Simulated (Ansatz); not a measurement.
Sc₃. Charge 0, multiplicity 4. Geometry r2SCAN-D4/def2-TZVP; atoms count from 1.

Cartesian coordinates in Å:
```
Sc 0.199 0.064 -1.601
Sc -0.345 1.430 0.834
Sc 0.146 -1.495 0.767
```

The charge 0 quartet is spin-contaminated (final ⟨S²⟩ up to 4.63, 3.75 for a pure state). The geometry of the quartet was relaxed on an unsound state (⟨S²⟩ 4.94, where a pure state has 3.75). At PBE0-D4/def2-TZVP a doublet of charge 0 lies 0.10 eV below the quartet, each at its own geometry. That doublet is doubtful there (⟨S²⟩ 1.83, where a pure state has 0.75). The structure comes from a short search, and lower isomers may exist.

(1) Estimate the Mulliken populations from the PBE0/def2-TZVP orbitals of Ansatz.

(2) Where does the spin sit?

(3) And the Mayer bond orders between bonded heavy atoms (over 0.3)?

Results:

(1) 
```json
{"atom": "Sc1", "charge (e)": "0.01", "spin (α − β)": "1.06", "d electrons": "1.41"}
{"atom": "Sc2", "charge (e)": "-0.01", "spin (α − β)": "0.97", "d electrons": "1.30"}
{"atom": "Sc3", "charge (e)": "-0.01", "spin (α − β)": "0.97", "d electrons": "1.31"}
```
Mulliken values and Mayer orders depend strongly on the basis.

(2) Summed by element: Sc 3.00, of 3 unpaired in all. Largest on single atoms: Sc1 1.06, Sc3 0.97, Sc2 0.97.

(3) Sc1–Sc2 1.33 (2.84 Å); Sc1–Sc3 1.34 (2.84 Å); Sc2–Sc3 1.13 (2.97 Å).
